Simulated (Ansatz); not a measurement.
Computed with PBE0-D4/def2-TZVP run with Ansatz (an electronic-structure program). No frequencies were computed at this level.

Ansatz 0.2 input:
```yaml
crystal:
  periodic: [false, false, false]
  atoms:
    - { symbol: O, position_ang: [1.97523, 0.156912, -0.260248] }
    - { symbol: B, position_ang: [0.887892, -0.382214, 0.239238] }
    - { symbol: Si, position_ang: [-0.984136, 0.045175, 0.033745] }
    - { symbol: H, position_ang: [2.863917, -0.157587, -0.076943] }
    - { symbol: H, position_ang: [-1.683826, -1.13918, -0.499426] }
    - { symbol: H, position_ang: [-1.55702, 0.323971, 1.364526] }
    - { symbol: H, position_ang: [-1.502057, 1.152923, -0.800891] }
basis:
  gaussian: { orbitals: def2-tzvp }
hamiltonian:
  xc: pbe0
  dispersion: d4
relax:
  max_steps: 150
magnetization:
  spin_polarized: true
  initial_magnetization: 1
```

Output:

```
Functional definition: PBE0
764 factors; their error is unknown
mean field evaluation 1: about -10656.0109 eV, gradient 3.3e1 eV
mean field evaluation 2: about -10650.6129 eV, gradient 5.1e1 eV
mean field evaluation 4: about -10659.5764 eV, gradient 1.3e0 eV
mean field evaluation 8: about -10659.6258 eV, gradient 1.7e-1 eV
mean field evaluation 16: about -10659.6259 eV, gradient 9.0e-5 eV
mean field -10659.62593561 eV, -391.7340277796 hartree, gradient 9.0e-5 eV, S^2 0.754237; 0 other end points of the search recorded, 0 dependent functions left out
reference -10659.62596767 eV, -391.7340289580 hartree; 16, 15 occupied and 107, 108 virtual orbitals, 764 factors
relax step   1: F+E_penalty+E_count = -10659.71259493 eV  Δ(F+E_penalty+E_count) = +0.000e0 eV  max|allowed force component| = 1.292e0 eV/Å  Δτ_max = 0.0000 Å  (29 SCF iters, accepted)
these checks for a lower state are left out or cut short: starts, cluster_reference, orbital_swaps, neighbouring_geometries, increment
764 factors; their error is unknown
mean field -10659.70938822 eV, -391.7370946067 hartree, gradient 1.3e-5 eV, S^2 0.754145; 0 other end points of the search recorded, 0 dependent functions left out
reference -10659.70942051 eV, -391.7370957933 hartree; 16, 15 occupied and 107, 108 virtual orbitals, 764 factors
relax step   2: F+E_penalty+E_count = -10659.79573970 eV  Δ(F+E_penalty+E_count) = -8.314e-2 eV  max|allowed force component| = 5.142e-1 eV/Å  Δτ_max = 0.0879 Å  (35 SCF iters, accepted)
these checks for a lower state are left out or cut short: starts, cluster_reference, orbital_swaps, neighbouring_geometries, increment
764 factors; their error is unknown
mean field -10659.71591736 eV, -391.7373345479 hartree, gradient 1.6e-5 eV, S^2 0.754119; 0 other end points of the search recorded, 0 dependent functions left out
reference -10659.71594991 eV, -391.7373357442 hartree; 16, 15 occupied and 107, 108 virtual orbitals, 764 factors
relax step   3: F+E_penalty+E_count = -10659.80234429 eV  Δ(F+E_penalty+E_count) = -6.605e-3 eV  max|allowed force component| = 7.369e-1 eV/Å  Δτ_max = 0.1061 Å  (40 SCF iters, accepted)
these checks for a lower state are left out or cut short: starts, cluster_reference, orbital_swaps, neighbouring_geometries, increment
764 factors; their error is unknown
mean field evaluation 32: about -10659.3186 eV, gradient 7.5e0 eV
mean field -10659.69304607 eV, -391.7364940436 hartree, gradient 1.8e-5 eV, S^2 0.754109; 0 other end points of the search recorded, 0 dependent functions left out
reference -10659.69307867 eV, -391.7364952417 hartree; 16, 15 occupied and 107, 108 virtual orbitals, 764 factors
relax step   4: F+E_penalty+E_count = -10659.77917222 eV  Δ(F+E_penalty+E_count) = +2.317e-2 eV  max|allowed force component| = 1.487e0 eV/Å  Δτ_max = 0.1437 Å  (39 SCF iters, rejected (line search))
these checks for a lower state are left out or cut short: starts, cluster_reference, orbital_swaps, neighbouring_geometries, increment
764 factors; their error is unknown
mean field -10659.74011731 eV, -391.7382238798 hartree, gradient 3.0e-5 eV, S^2 0.754080; 0 other end points of the search recorded, 0 dependent functions left out
reference -10659.74014970 eV, -391.7382250703 hartree; 16, 15 occupied and 107, 108 virtual orbitals, 764 factors
relax step   5: F+E_penalty+E_count = -10659.82641662 eV  Δ(F+E_penalty+E_count) = -2.407e-2 eV  max|allowed force component| = 2.973e-1 eV/Å  Δτ_max = 0.0719 Å  (34 SCF iters, accepted)
these checks for a lower state are left out or cut short: starts, cluster_reference, orbital_swaps, neighbouring_geometries, increment
764 factors; their error is unknown
mean field -10659.74211304 eV, -391.7382972216 hartree, gradient 9.5e-6 eV, S^2 0.754085; 0 other end points of the search recorded, 0 dependent functions left out
reference -10659.74214542 eV, -391.7382984115 hartree; 16, 15 occupied and 107, 108 virtual orbitals, 764 factors
relax step   6: F+E_penalty+E_count = -10659.82834084 eV  Δ(F+E_penalty+E_count) = -1.924e-3 eV  max|allowed force component| = 7.235e-2 eV/Å  Δτ_max = 0.0315 Å  (35 SCF iters, accepted)
these checks for a lower state are left out or cut short: starts, cluster_reference, orbital_swaps, neighbouring_geometries, increment
764 factors; their error is unknown
mean field -10659.74217729 eV, -391.7382995826 hartree, gradient 1.2e-5 eV, S^2 0.754084; 0 other end points of the search recorded, 0 dependent functions left out
reference -10659.74220967 eV, -391.7383007725 hartree; 16, 15 occupied and 107, 108 virtual orbitals, 764 factors
relax step   7: F+E_penalty+E_count = -10659.82843042 eV  Δ(F+E_penalty+E_count) = -8.958e-5 eV  max|allowed force component| = 8.211e-3 eV/Å  Δτ_max = 0.0061 Å  (36 SCF iters, accepted)
764 factors; their error is unknown
mean field evaluation 64: about -10650.1402 eV, gradient 5.3e1 eV
mean field -10659.74217729 eV, -391.7382995826 hartree, gradient 4.1e-5 eV, S^2 0.754084; 1 other end points of the search recorded, 0 dependent functions left out
reference -10659.74220967 eV, -391.7383007725 hartree; 16, 15 occupied and 107, 108 virtual orbitals, 764 factors
Total energy: -10659.82846280 eV, -391.7414705165 hartree
Atom 0 at     1.976832     0.213607    -0.298784 Å, force     0.004173     0.001805    -0.001970 eV/Å
Atom 1 at     0.914755    -0.387286     0.232978 Å, force    -0.004619    -0.001336    -0.002574 eV/Å
Atom 2 at    -1.039713     0.037992     0.038749 Å, force     0.004174    -0.002020     0.008211 eV/Å
Atom 3 at     2.825823    -0.171155    -0.057082 Å, force     0.001011     0.000066    -0.000620 eV/Å
Atom 4 at    -1.707109    -1.184446    -0.485336 Å, force    -0.000072    -0.000771    -0.001194 eV/Å
Atom 5 at    -1.562725     0.301033     1.407073 Å, force    -0.006040     0.001330    -0.000379 eV/Å
Atom 6 at    -1.407863     1.190255    -0.837597 Å, force     0.001373     0.000926    -0.001474 eV/Å
Dipole moment:     0.391154    -0.042061     0.005415 e Å
```

Cost: roughly 40 core-seconds.
